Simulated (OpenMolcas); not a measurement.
Ni2+ (d8) among equal point charges was computed by CASSCF with the d shell active (OpenMolcas, ANO-RCC-VDZP on the metal). Its lowest spin-free states, and all those of the highest spin:

```json
{"2S+1": "3", "Degeneracy": "1", "E (cm-1)": "0.0"}
{"2S+1": "3", "Degeneracy": "1", "E (cm-1)": "2565"}
{"2S+1": "3", "Degeneracy": "2", "E (cm-1)": "2862"}
{"2S+1": "3", "Degeneracy": "1", "E (cm-1)": "4934"}
{"2S+1": "3", "Degeneracy": "2", "E (cm-1)": "5511"}
{"2S+1": "1", "Degeneracy": "1", "E (cm-1)": "17603"}
{"2S+1": "1", "Degeneracy": "1", "E (cm-1)": "17763"}
{"2S+1": "1", "Degeneracy": "1", "E (cm-1)": "19277"}
{"2S+1": "1", "Degeneracy": "2", "E (cm-1)": "20035"}
{"2S+1": "3", "Degeneracy": "2", "E (cm-1)": "22244"}
{"2S+1": "3", "Degeneracy": "1", "E (cm-1)": "24730"}
{"2S+1": "1", "Degeneracy": "1", "E (cm-1)": "26659"}
```

**Question.** Is the site octahedral, tetrahedral or cube-like, axial, or of lower symmetry?

**Answer.** The states with 2S+1 = 3 have orbital degeneracies 1, 1, 2, 1, 2, 2, 1. There are pairs but no triples, so the site is axial: not cubic, but with a proper or improper axis of order three or more. The run had Ni2+ among 6 point charges of -1.5 e arranged as a tetragonal octahedron (D4h), 2.14 Å from the ion, with the axial distance 1.926 Å.

Without dynamic correlation the repulsion within the d shell is too large (B by tens of per cent), so at a given field states of lower spin stand too high. This is an electrostatic model: the charges have no orbitals. No measured value stands beside these numbers.
